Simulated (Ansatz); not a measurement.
Input for Ansatz (a first-principles code): R-r2SCAN/def2-TZVPPD on C3H9F (a complex), monomers drawn apart or pushed together. Files ending in .json are basis or fitting sets from the Basis Set Exchange.

Ansatz 0.2 input:
```yaml
crystal:
  periodic: [false, false, false]
  atoms:
    - {symbol: C, position_ang: [-0.52350377, 0.49054430, 0.50435920]}
    - {symbol: F, position_ang: [-0.42282159, -0.84566918, 0.87486186]}
    - {symbol: H, position_ang: [0.28095911, 1.04886373, 0.98411384]}
    - {symbol: H, position_ang: [-0.43575134, 0.55976037, -0.58044856]}
    - {symbol: H, position_ang: [-1.49080586, 0.87315133, 0.83072976]}
    - {symbol: C, position_ang: [-0.56530805, 0.35204306, 4.52798774]}
    - {symbol: C, position_ang: [0.84962089, -0.21892082, 4.51017183]}
    - {symbol: H, position_ang: [-0.94010063, 0.45710715, 5.54813592]}
    - {symbol: H, position_ang: [-1.25464963, -0.29463133, 3.98291684]}
    - {symbol: H, position_ang: [-0.60136537, 1.34031793, 4.06383590]}
    - {symbol: H, position_ang: [1.55127660, 0.43716269, 5.02959690]}
    - {symbol: H, position_ang: [1.20666721, -0.35486232, 3.48823301]}
    - {symbol: H, position_ang: [0.88666170, -1.19461450, 4.99860888]}
basis:
  gaussian:
    orbitals: def2-TZVPPD.json
hamiltonian:
  xc: {name: r2SCAN}
scf: {lower_state_search: off}
```

Output:

```
WARN ansatz: RAYON_NUM_THREADS=1 ignored (pool sized by the plan → 1); use --threads N
Functional definition: r2SCAN
these checks for a lower state are left out or cut short: stability, starts, cluster_reference, orbital_swaps, neighbouring_geometries, increment
integrals: 0.20 GiB planned
1250 factors; their error is unknown
mean field: 1.67 GiB planned
mean field evaluation 1: about -5961.9644 eV, gradient 7.2e1 eV
mean field evaluation 2: about -5953.3708 eV, gradient 9.0e1 eV
mean field evaluation 4: about -5973.8644 eV, gradient 3.7e0 eV
mean field evaluation 8: about -5973.8974 eV, gradient 2.1e-1 eV
mean field evaluation 16: about -5973.8452 eV, gradient 3.2e-4 eV
mean field -5973.84523543 eV, -219.5347631841 hartree, gradient 4.3e-6 eV, S^2 0.000000; 0 other end points of the search recorded, 0 dependent functions left out
reference -5973.84525156 eV, -219.5347637771 hartree; 18, 18 occupied and 286, 286 virtual orbitals, 1250 factors
Total energy: -5973.84525156 eV, -219.5347637771 hartree
Checks for a lower state left out: stability, starts, cluster_reference, orbital_swaps, neighbouring_geometries, increment
```

The calculation finished and met its thresholds.

Cost: about 6 core-seconds (a rough figure).
